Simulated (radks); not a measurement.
Values are calculated unless marked as measured or tabulated.
The neon ion Ne2+ inside a hard spherical wall (all orbitals vanish at R), configuration held at [He] 2s2 2p4 and not refilled when levels cross. Level of theory: non-relativistic Kohn-Sham, r2SCAN, spin-polarised, spherical densities, point nucleus; open shells are filled with parallel spins first; meta-GGA in the generalised Kohn-Sham scheme (a radial shooting solver on a logarithmic mesh with Libxc functionals). Eigenvalues in eV for spin up, with the zero of energy where the potential of the charges vanishes at infinity; a dash marks a level that is unbound or too diffuse for the functional's potential to be trusted. A positive occupied level is held by the wall or, in an anion where self-interaction has pushed it up, behind a barrier. The pressure on the wall is -dE/dV.

| R (bohr) | E (hartree) | kinetic (hartree) | e(1s) | e(2s) | e(2p) | e(3s, empty) | e(3p, empty) | pressure (GPa) |
|---|---|---|---|---|---|---|---|---|
| free | -126.58591 | 126.359 | -888.51 | -82.543 | -58.166 | - | - | 0 |
| 15 | -126.58591 | 126.359 | -888.51 | -82.543 | -58.166 | - | - | < 0.0001 |
| 12 | -126.58591 | 126.359 | -888.51 | -82.543 | -58.166 | - | - | < 0.0001 |
| 10 | -126.58591 | 126.359 | -888.51 | -82.543 | -58.166 | - | - | < 0.0001 |
| 5 | -126.58590 | 126.359 | -888.51 | -82.543 | -58.166 | -13.803 | -8.869 | 0.00311 |
| 4 | -126.58556 | 126.363 | -888.48 | -82.528 | -58.149 | -10.986 | -5.027 | 0.185 |
| 3.5 | -126.58379 | 126.383 | -888.39 | -82.467 | -58.080 | -7.354 | -0.667 | 1.46 |
| 1.5 | -124.11882 | 136.990 | -856.29 | -57.094 | -31.678 | 174.73 | 161.28 | 9120 |
